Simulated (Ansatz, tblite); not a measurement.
Cost and result up the ladder for Rb2Cl2 (4 atoms). Charge 0, multiplicity 1. Geometry: B3LYP-D4/def2-TZVP.

```xyz
4

Rb   -0.754   -1.910   -0.646
Rb    0.753    1.910    0.647
Cl    1.677   -0.993    0.981
Cl   -1.676    0.993   -0.981
```

Ansatz on 4 threads of Arm Neoverse V1 on a shared host; xTB runs through tblite on one thread. Times are rough, summed over both states, and most runs start from the orbitals of an earlier one. B2PLYP/def2-TZVP serves as the yardstick here, not as an exact answer. Differences are given only for rows in sets of like size (and for xTB, whose basis is part of the method), since another set adds its own error. The other state is a triplet at its own geometry, which has other bonds, so the gap mixes isomer and spin.

In the def2 sets Rb takes a core potential, while STO-3G treats all electrons; there is no spin–orbit coupling. The xTB rows come from tblite. LC-ωPBE has ω = 0.4 bohr⁻¹. Correlated methods freeze 10 core orbitals; core or outer-core shells of Rb are correlated, in sets that lack core-valence functions. In the triplet, Cl3 and Cl4 lie 2.69 Å apart (atoms count from 1), so these atoms are partly bonded to each other. At PBE0-D4/def2-TZVP a singlet of charge 0 lies 4.06 eV below the triplet, each at its own geometry. The structure comes from a short search, and lower isomers may exist.

Correlated methods converge slowly with the basis.

xTB has no spin-polarisation term.

```json
{"level": "GFN1-xTB", "functions": "26", "wall time": "0.005 s", "triplet − singlet (eV)": "3.17", "difference from B2PLYP/def2-TZVP (eV)": "-1.06", "remarks": "–"}
{"level": "GFN2-xTB", "functions": "26", "wall time": "0.007 s", "triplet − singlet (eV)": "3.10", "difference from B2PLYP/def2-TZVP (eV)": "-1.13", "remarks": "–"}
{"level": "HF/STO-3G", "functions": "62", "wall time": "1.4 s", "triplet − singlet (eV)": "7.18", "difference from B2PLYP/def2-TZVP (eV)": "–", "remarks": "HOMO above zero (triplet)"}
{"level": "BLYP-D4/def2-TZVP", "functions": "140", "wall time": "6.4 s", "triplet − singlet (eV)": "3.59", "difference from B2PLYP/def2-TZVP (eV)": "-0.63", "remarks": "–"}
{"level": "PBE-D4/def2-TZVP", "functions": "140", "wall time": "6.8 s", "triplet − singlet (eV)": "3.69", "difference from B2PLYP/def2-TZVP (eV)": "-0.54", "remarks": "–"}
{"level": "RPA@PBE/def2-TZVP", "functions": "140", "wall time": "8.6 s", "triplet − singlet (eV)": "3.74", "difference from B2PLYP/def2-TZVP (eV)": "-0.49", "remarks": "–"}
{"level": "PBE0-D4/def2-TZVP (with forces)", "functions": "140", "wall time": "8.7 s", "triplet − singlet (eV)": "4.06", "difference from B2PLYP/def2-TZVP (eV)": "-0.17", "remarks": "–"}
{"level": "B2PLYP/def2-TZVP", "functions": "140", "wall time": "9.4 s", "triplet − singlet (eV)": "4.23", "difference from B2PLYP/def2-TZVP (eV)": "0.00", "remarks": "–"}
{"level": "r2SCAN-D4/def2-TZVP", "functions": "140", "wall time": "12 s", "triplet − singlet (eV)": "4.05", "difference from B2PLYP/def2-TZVP (eV)": "-0.18", "remarks": "–"}
{"level": "LC-ωPBE/def2-TZVP", "functions": "140", "wall time": "13 s", "triplet − singlet (eV)": "4.74", "difference from B2PLYP/def2-TZVP (eV)": "0.51", "remarks": "–"}
{"level": "B97M-V/def2-TZVP", "functions": "140", "wall time": "25 s", "triplet − singlet (eV)": "3.88", "difference from B2PLYP/def2-TZVP (eV)": "-0.35", "remarks": "–"}
```
